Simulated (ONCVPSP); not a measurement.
# An odd input for ONCVPSP 4.0.1 (chlorine)

Command:

```bash
oncvpsp.x < Cl.dat > Cl.out
```

Input:

```
# ATOM AND REFERENCE CONFIGURATION
# atsym  z   nc   nv     iexc    psfile
  Cl 17.00    1    4        4      upf
#
#   n    l    f
    1    0    2.00
    2    0    2.00
    2    1    6.00
    3    0    2.00
    3    1    5.00
#
# PSEUDOPOTENTIAL AND OPTIMIZATION
# lmax
    1
#
#   l,   rc,      ep,       ncon, nbas, qcut
    0    0.85    0.00    4    8   18.60
    1    7.00    0.00    4    8   26.90
#
# LOCAL POTENTIAL
# lloc, lpopt,  rc(5),   dvloc0
    4    5    0.45    0.00
#
# VANDERBILT-KLEINMAN-BYLANDER PROJECTORs
# l, nproj, debl
    0    2    2.80
    1    3    1.50
#
# MODEL CORE CHARGE
# icmod, fcfact, rcfact
    3    2.00    1.10
#
# LOG DERIVATIVE ANALYSIS
# epsh1, epsh2, depsh
  -11.00    5.00    0.04
#
# OUTPUT GRID
# rlmax, drl
    6.00    0.01
#
# TEST CONFIGURATIONS
# ncnf
    4
# nvcnf
#   n    l    f
    4
    2    0    2.00
    2    1    6.00
    3    0    2.00
    3    1    4.00
#
    4
    2    0    2.00
    2    1    6.00
    3    0    2.00
    3    1    3.00
#
    4
    2    0    2.00
    2    1    6.00
    3    0    2.00
    3    1    2.00
#
    4
    2    0    2.00
    2    1    5.00
    3    0    2.00
    3    1    5.00
#
```

This is an input that runs to its end, with one change: rc of l = 1 set to 7.00 bohr.

Task: How does the run end?

Result: The program refuses the input: "test_data: must have rlmax>rcmax".

```
ONCVPSP  (Optimized Norm-Conservinng Vanderbilt PSeudopotential)
scalar-relativistic version 4.0.1

test_data: must have rlmax>rcmax
ERROR: test_data found   1 ERROR; stopping
```
